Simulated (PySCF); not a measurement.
Screening by computed properties: pick the candidate that meets the target.

Species are written as SMILES; each is one conformer at its optimised geometry, gas phase, non-relativistic unless stated. Electronic properties by PySCF.

Dipoles, sizes and rotational constants follow the conformer. The torsions of the flexible species, by atom-mapped SMILES:
- `[CH3:1][CH2:2][c:3]1[n:4][cH:5][c:6]([CH3:7])[n:8][n:9]1`: C1–C2–C3–N4 89°
- `[CH3:1][CH2:2][c:3]1[cH:4][n:5][s:6][n:7]1`: C1–C2–C3–C4 73°
- `[SiH3:1][S:2][SiH2:3][PH2:4]`: Si1–S2–Si3–P4 -47°, H–P4–Si3–S2 54°, H–P4–Si3–S2 -39°
- `[OH:1][SiH2:2][c:3]1[cH:4][cH:5][cH:6][c:7]([F:8])[cH:9]1`: O1–Si2–C3–C4 17°, H–O1–Si2–C3 58°
- `[CH3:1][CH2:2][c:3]1[cH:4][c:5]([CH3:6])[n:7][n:8][n:9]1`: C1–C2–C3–C4 -85°

Problem. Wanted: smallest rotational constant between 1 GHz and 3 GHz (GFN2-xTB) and lowest singlet excitation below 5.3 eV (TDDFT PBE0/def2-SVPD), at GFN2-xTB geometries. Which candidate meets both?
A. `C[C@H]1C[SiH2]1`
B. `[SiH3]S[SiH2]P`
C. `CCC1=NN=C(C)C=N1`
D. `N#CC1([SiH3])CC1`
E. `CCC1=NSN=C1`

Solution. E. Computed values:
```csv
species,smallest rotational constant,lowest singlet excitation
CCC1=NN=C(C)C=N1,0.922 GHz,2.97 eV
[SiH3]S[SiH2]P,1.119 GHz,5.58 eV
CCC1=NSN=C1,1.327 GHz,5.05 eV
N#CC1([SiH3])CC1,1.768 GHz,7.09 eV
C[C@H]1C[SiH2]1,3.646 GHz,6.12 eV
```

Problem. Wanted: HOMO–LUMO gap between 6 eV and 6.85 eV (PBE0/def2-SVPD) and electronic spatial extent ⟨r²⟩ about the centre of nuclear charge above 1200 bohr² (PBE0/def2-SVPD), at GFN2-xTB geometries. Which candidate meets both?
A. `CCc1ncc(C)nn1`
B. `CCc1cc(C)nnn1`
C. `N#CC1([SiH3])CC1`
D. `O[SiH2]c1cccc(F)c1`
E. `C[C@H]1C[SiH2]1`
F. `CCc1cnsn1`
G. `[SiH3]S[SiH2]P`

Solution. D. Computed values:
| species | HOMO–LUMO gap | electronic spatial extent ⟨r²⟩ about the centre of nuclear charge |
| --- | --- | --- |
| CCc1ncc(C)nn1 | 4.74 eV | 1325 bohr² |
| CCc1cc(C)nnn1 | 5.09 eV | 1286 bohr² |
| CCc1cnsn1 | 6.24 eV | 914 bohr² |
| O[SiH2]c1cccc(F)c1 | 6.46 eV | 1655 bohr² |
| [SiH3]S[SiH2]P | 6.78 eV | 1040 bohr² |
| C[C@H]1C[SiH2]1 | 6.93 eV | 417 bohr² |
| N#CC1([SiH3])CC1 | 8.61 eV | 731 bohr² |

Problem. Wanted: HOMO energy below -7.3 eV (PBE0/def2-SVPD) and static isotropic polarisability below 94 au (PBE0/def2-SVPD), at GFN2-xTB geometries. Which candidate meets both?
A. `[SiH2](P)S[SiH3]`
B. `O[SiH2]c1cccc(F)c1`
C. `N#CC1([SiH3])CC1`
D. `CCc1ncc(C)nn1`

Solution. C. Computed values:
```
           species  HOMO energy  static isotropic polarisability
  N#CC1([SiH3])CC1     -8.57 eV                          74.6 au
O[SiH2]c1cccc(F)c1     -7.42 eV                          96.5 au
  [SiH2](P)S[SiH3]     -7.13 eV                         103.1 au
     CCc1ncc(C)nn1     -6.61 eV                          90.8 au
```

Problem. Wanted: dipole moment between 1.5 D and 2 D (PBE0/def2-SVPD) and lowest triplet excitation (Tamm–Dancoff) below 5.6 eV (TDA PBE0/def2-SVPD), at GFN2-xTB geometries. Which candidate meets both?
A. `C[C@H]1C[SiH2]1`
B. `N#CC1([SiH3])CC1`
C. `O[SiH2]c1cccc(F)c1`
D. `CCc1cc(C)nnn1`
E. `CCc1cnsn1`
F. `[SiH3]S[SiH2]P`
G. `CCc1ncc(C)nn1`

Solution. C. Computed values:
```csv
species,dipole moment,lowest triplet excitation (Tamm–Dancoff)
C[C@H]1C[SiH2]1,0.15 D,4.67 eV
[SiH3]S[SiH2]P,1.18 D,5.06 eV
O[SiH2]c1cccc(F)c1,1.80 D,4.07 eV
CCc1cnsn1,2.17 D,3.92 eV
CCc1ncc(C)nn1,2.42 D,2.28 eV
N#CC1([SiH3])CC1,4.30 D,6.11 eV
CCc1cc(C)nnn1,5.35 D,2.47 eV
```
